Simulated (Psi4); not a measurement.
Intermolecular potential of H2 ··· C3H9Al (SMILES [H][H] and [CH3][Al]([CH3])[CH3]), singlet. Monomers: optimised at B3LYP-D3(BJ) (def2-TZVP and def2-SVP), held rigid. Orientation: lowest of the rigid-body minima from ten starts at GFN2-xTB. Only R, the distance of the centres of mass, is varied, so the lowest point isn't the relaxed dimer.

PBE/def2-TZVP, counterpoise-corrected (Psi4); PBE-D3(BJ)/def2-TZVP, counterpoise-corrected (Psi4); SAPT0/jun-cc-pVDZ, frozen core (Psi4).

Interaction energies in kJ/mol; the last columns give the difference from SAPT0:

```tsv
R / Å	PBE/def2-TZVP	PBE-D3(BJ)/def2-TZVP	SAPT0/jun-cc-pVDZ	PBE/def2-TZVP − SAPT0/jun-cc-pVDZ	PBE-D3(BJ)/def2-TZVP − SAPT0/jun-cc-pVDZ
2.19	31.26	26.26	39.30	-8.04	-13.04
2.45	12.48	8.01	17.74	-5.27	-9.74
2.65	6.25	2.20	9.83	-3.58	-7.63
2.82	3.48	-0.20	6.01	-2.52	-6.21
3.03	1.66	-1.56	3.29	-1.62	-4.85
3.25	0.71	-2.03	1.75	-1.04	-3.79
3.55	0.14	-2.00	0.76	-0.61	-2.75
3.84	-0.04	-1.68	0.35	-0.39	-2.03
4.31	-0.05	-1.07	0.14	-0.19	-1.20
5.01	0.05	-0.43	0.07	-0.03	-0.50
6.01	0.08	-0.10	0.05	0.03	-0.14
7.34	0.04	-0.01	0.03	0.01	-0.04
```

PBE/def2-TZVP is furthest from SAPT0/jun-cc-pVDZ at 2.19 (-8.04 kJ/mol, below); its mean absolute difference over the points is 1.95 kJ/mol.

PBE-D3(BJ)/def2-TZVP is furthest from SAPT0/jun-cc-pVDZ at 2.19 (-13.04 kJ/mol, below); its mean absolute difference over the points is 4.33 kJ/mol.
